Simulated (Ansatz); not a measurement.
Species: CH3GeO2, net charge 0, doublet state. It need not be the lowest isomer of its formula. SMILES: O=[C][O][GeH3]
Structure (B3LYP-D3(BJ)/def2-TZVP (Ansatz, a program for electronic structure) minimum search):
```
Ge
H 1 1.5283
H 1 1.5297 2 113.57
H 1 1.5297 2 113.57 3 131.61
O 1 1.8760 2 101.20 3 -114.20
C 5 1.2981 1 118.88 2 180.00
O 6 1.1884 5 132.20 1 0.00
```
Charge 0, spin multiplicity 2.

Computed values are from Ansatz. Correlated levels leave the core frozen unless marked. Open shells are spin-unrestricted. No spin-orbit coupling. The frozen core is the preceding noble-gas configuration, with the filled d and f shells of earlier blocks. Non-relativistic. Basis-set limits of correlation are two-point, X^-3; Hartree-Fock from the larger set.

Question: What is the dipole moment at CCSD(T)/aug-cc-pVDZ?

Answer: 3.31 D.

Question: What is the atomisation energy De at CCSD(T)/CBS(cc-pVTZ,cc-pVQZ)?

Answer: 2452.5 kJ/mol.

Question: What is the T1 diagnostic at CCSD/cc-pVQZ?

Answer: 0.021.

Question: What is the total energy at CCSD(T)/CBS(cc-pVTZ,cc-pVQZ)?

Answer: -2265.6657 Eh.
